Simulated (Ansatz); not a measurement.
Stepwise reaction of `[F][Ge]([F])([SiH3])[SiH3]` with hydrogen fluoride, as a gas-phase model of exchange steps in deposition or etching. ΔE in kJ/mol; ΔG adds harmonic PBE0-D4 terms to CCSD(T)/CBS, at 1 bar.

Program: Ansatz. Geometries: PBE0-D4/def2-TZVP. ΔE: electronic, gas phase. CCSD(T)/CBS adds triple-zeta CCSD(T) − MP2 to the extrapolated MP2 energy (def2 sets, frozen cores). This one scheme is used for every species. Functionals use def2-TZVPP. B3LYP here is the variant with VWN-RPA as its local correlation; programs differ in this. For Ge outer-core shells are correlated without core-valence functions, which leaves a few kJ/mol of doubt a bond. Scalar relativity is left out up to krypton.

```tsv
step	reaction	PBE-D4	B3LYP-D4	ωB97M-V	CCSD(T)/CBS	ΔG(400 K)
2	`[F][Ge]([F])([F])[SiH3]` + H–F → `[F][Ge]([F])([F])[F]` + SiH₄	-2.8	-15.1	-22.6	-15.1	-9.7
```

Give the row of step 1, `[F][Ge]([F])([SiH3])[SiH3]` + H–F → `[F][Ge]([F])([F])[SiH3]` + SiH₄. (Estimate.)

Computed: 
| step | reaction | PBE-D4 | B3LYP-D4 | ωB97M-V | CCSD(T)/CBS | ΔG(400 K) |
| --- | --- | --- | --- | --- | --- | --- |
| 1 | `[F][Ge]([F])([SiH3])[SiH3]` + H–F → `[F][Ge]([F])([F])[SiH3]` + SiH₄ | -48.3 | -62.8 | -68.8 | -59.3 | -57.3 |

By hand: ΔE of the 2 steps together at CCSD(T)/CBS.

(-59.3) + (-15.1) = -74.4 kJ/mol, or -37.2 kJ/mol a step.

In ΔE each step is higher than the one before. All are downhill at CCSD(T)/CBS. ΔG lies between -57.3 and -9.7 kJ/mol a step. PBE-D4 differs from CCSD(T)/CBS by 11.0 to 12.3 kJ/mol a step. Only this route is followed, and other bonds may react first. Isolated molecules leave out the surface, adducts and barriers. Largest T1 diagnostic: 0.013.
